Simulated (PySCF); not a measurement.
# One molecule, several mistakes: C2GeH7 cation

Calculated results; nothing here was measured. They come from PySCF 2.14.0, an open-source quantum chemistry program, on an isolated molecule that a program drew, which may never have been made. The molecule is C2GeH7 cation (charge +1, singlet), drawn as the SMILES string `[CH3][GeH+][CH3]`.

Each row is a Hartree-Fock (HF) and frozen-core CCSD(T) single point in the cc-pVDZ basis, meant for a local HF minimum. Run 1 is clean. Each other run has one planted mistake out of seven kinds, and not every kind appears here: one electron removed, one electron added, multiplicity raised by two, geometry at a saddle point, minimal basis STO-3G, one bond length entered in bohr, all coordinates scaled. The reference is restricted for singlets and unrestricted otherwise, and also for a bond in bohr. Adding or removing an electron swaps singlet and doublet. Electrons count all cores. HOMO and LUMO are orbital energies over both spins, the gradient is its largest component, and the lowest frequency (negative if imaginary) is given only where the gradient is small. Bond lengths are over the 9 bonds as drawn. T1 is the CCSD diagnostic: over 0.02 (restricted) or 0.045 (unrestricted) a single reference is doubtful. Germanium has the cc-pVDZ-PP basis, with a core potential (ECP10MDF) in place of its 10 inner electrons, and its 3s, 3p and 3d shells are frozen in CCSD(T).

Geometry of the clean run:
```xyz
10
C2GeH7 cation, angstrom
C    -0.0197   -0.9945    2.1809
Ge   -0.7203   -0.5134    0.4605
C    -2.2018    0.6672    0.1552
H    -0.5951   -0.5416    2.9857
H     1.0226   -0.6664    2.2297
H    -0.0306   -2.0840    2.2687
H    -0.0474   -1.1177   -0.7601
H    -1.8760    1.4706   -0.5105
H    -2.5832    1.0765    1.0884
H    -2.9860    0.1048   -0.3598
```

```
run  electrons  basis functions  <S^2>  HOMO (eV)  LUMO (eV)  gradient (hartree/bohr)  lowest frequency (cm^-1)  mean bond (Å)  longest bond (Å)      T1  HF (hartree)  CCSD(T) (hartree)                          mistake
  1         50               86  0.000     -17.71      -4.92                  2.9e-05                        36         1.3230             1.919  0.0098    -372.93437         -373.36058                         no fault
  2         51               86  0.767      -6.39       2.75                  1.2e-02                         -         1.3230             1.919  0.0090    -373.14160         -373.58382               one electron added
  3         50               86  0.705     -16.86      -5.38                  2.4e-02                         -         1.4311             2.067  0.0621    -372.80504         -373.22990  one bond length entered in bohr
  4         50               86  0.000     -17.27      -5.01                  3.0e-02                         -         1.3812             2.003  0.0105    -372.91981         -373.35365           all coordinates scaled
  5         49               86  0.809     -23.93     -15.13                  8.3e-02                         -         1.3230             1.919  0.0179    -372.33185         -372.73100             one electron removed
  6         50               86  2.058     -12.58      -8.79                  8.5e-02                         -         1.3230             1.919  0.0161    -372.76584         -373.18572                                ?
```

**Which mistake was planted in run 6, and what did it cost?**

Electrons, basis and geometry are unchanged, and <S^2> is 2.058, beside S(S+1) = 2.00 for a multiplicity of 3. So the mistake is: multiplicity raised by two. Subtracting run 1 and multiplying by 627.51 kcal/mol a hartree, the energy moved by 105.8 kcal/mol in HF and 109.7 kcal/mol in CCSD(T).

Cautions from the logs. Run 3: T1 is over the limit, so its CCSD(T) energy is less reliable.
